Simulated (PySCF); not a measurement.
Electron correlation in Nb²⁺ (niobium, charge +2)

[Kr] 4d2 5s1, high-spin 4F determinant (an excited configuration). Computed with PySCF 2.14 in aug-cc-pwCVTZ-DK (11s10p8d4f3g, 136 functions), with scalar relativity by spin-free X2C-1e. Frozen: [Kr]; 3 electrons correlated.

MP2 pair energies summed by pair of shells (mhartree):

```json
{"pair": "4d-5s", "energy": "-9.22", "share (%)": "69.7"}
{"pair": "4d-4d", "energy": "-4.01", "share (%)": "30.3"}
```

Total MP2 correlation energy: -13.24 mhartree.

Same-spin part -13.24 and opposite-spin part 0.00 mhartree; SCS-MP2 scales them by 1/3 and 6/5 to -4.41 mhartree.
